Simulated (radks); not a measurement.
Results of a calculation; reference values are marked as such.
Task: The mercury ion Hg43+, configuration [Kr] 4d1. Level of theory: non-relativistic Kohn-Sham, PBE, spin-polarised, spherical densities, point nucleus; open shells are filled with parallel spins first (spin-orbit coupling, left out, can overturn this in heavy ions); relativity is left out, which matters for an element this heavy (a radial shooting solver on a logarithmic mesh with Libxc functionals). Some entries of the table are withheld. Estimate them.

orbital,occ.,eigenvalue (hartree),r(max) (bohr)
1s up,1,-2832.301,0.01256
1s down,1,-2832.300,0.01256
2s up,1,-536.8854,0.06822
2s down,1,-536.8323,0.06821
2p up,3,-519.4302,0.05290
2p down,3,-519.3896,0.05290
3s up,1,-181.0159,0.1849
3s down,1,-180.9851,0.1849
3p up,3,-172.9909,0.1737
3p down,3,-172.9608,0.1737
3d up,5,-158.2793,0.1362
3d down,5,-158.2378,0.1362
4s up,1,-85.75757,(1)
4s down,1,-85.62967,(2)
4p up,3,-82.19240,0.3809
4p down,3,-82.06381,0.3809
4d up,1,-75.89173,(3)
4d down,0,-75.76133,(4)

Result: 
(1) 4s up r(max) (bohr): 0.3858
(2) 4s down r(max) (bohr): 0.3859
(3) 4d up r(max) (bohr): 0.3632
(4) 4d down r(max) (bohr): 0.3632
